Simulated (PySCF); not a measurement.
**Relaxation of singlet SiOCl₂**

Level of theory: PySCF, PBE0, basis Si def2-TZVP, O def2-TZVP, Cl def2-TZVP (no relativity, density fitting). A (50,194) grid was used.

A hand-made T-shaped (ligand arrangement 1) start, of Cs symmetry, held to at least that symmetry:

```xyz
4
charge 0 multiplicity 1, angstrom
Si   -0.4295    0.0000   -0.6911
O    -2.0685    0.0000   -0.6339
Cl   -0.4295    0.0000    1.4589
Cl    1.7192    0.0000   -0.6161
```

Q: What forces act on the atoms at the start (eV/Å)?

A: 
| atom | Fx | Fy | Fz |
| --- | --- | --- | --- |
| Si1 | -3.12 | 0.00 | 5.07 |
| O2 | 4.18 | 0.00 | -2.87 |
| Cl3 | 0.38 | 0.00 | -0.45 |
| Cl4 | -1.45 | 0.00 | -1.74 |

Q: What does it relax to?

A: It ends at C2v with Si–Cl 2.006 Å (×2), Si–O 1.506 Å; Cl–Si–Cl 108.6°, Cl–Si–O 125.7° (×2) (after a last refinement on a finer grid). A frequency run shows a minimum. Other isomers or separated fragments may lie lower.

Q: How much energy is released, and in how many steps?

A: 271.8 kJ/mol in 7 steps.
